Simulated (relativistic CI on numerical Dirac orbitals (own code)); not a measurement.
## Hf4+: O2,3 absorption edge

Computed with this model: Dirac-Coulomb-Breit CI, separate exchange-only KLI orbitals for each configuration, model QED (radiative potential, 1s self-energy scaled to tabulated hydrogen-like ionisation energies), multiplet model of core-to-valence dipole absorption, unscaled Slater integrals; configurations [Xe] 4f14 → [Kr] 4d10 4f14 5s2 5p5 5d; 300 K; Lorentzian 1 eV and Gaussian 0.3 eV FWHM. Energies are those of the free ion, without screening or charge transfer. The branching ratio is the share of the lower-energy edge in the whole absorption, uncertain by about 0.02 where the edges overlap. S is read from ⟨S²⟩ = S(S + 1).

Field parameters in Wybourne normalisation: Oh B⁴₀ = 21Dq, B⁴₄ = √(5/14) B⁴₀. The field is a parameter set, without covalency.

Computed curve for free ion, scaled to 100 at the maximum (points under 2 are left out and the grid is thinned):

Energy (eV), Intensity and a bar:
```
    37.00        2.1 
    37.25        2.8 
    37.50        3.9 #
    37.75        5.8 #
    38.00        9.2 ##
    38.25       14.5 ####
    38.50       19.6 #####
    39.00       13.4 ###
    39.25        8.5 ##
    39.50        5.5 #
    39.75        3.8 #
    40.00        2.8 
    40.25        2.2 
    45.00        2.2 
    45.25        2.6 
    45.50        3.0 
    45.75        3.5 
    46.00        4.2 #
    46.25        5.1 #
    46.50        6.3 #
    47.00       10.7 ###
    47.25       14.8 ####
    47.50       21.5 ######
    47.75       33.2 ##########
    48.00       53.5 ################
    48.25       82.4 #########################
    48.50      100.0 ##############################
    48.75       84.5 #########################
    49.00       55.5 ################
    49.25       34.3 ##########
    49.50       22.2 ######
    49.75       15.2 ####
    50.00       10.9 ###
    50.50        6.4 #
    50.75        5.1 #
    51.00        4.2 #
    51.25        3.5 
    51.50        2.9 
    51.75        2.5 
    52.00        2.2
```

The ground state has S = 0.00, and the centroid lies at 46.83 eV.
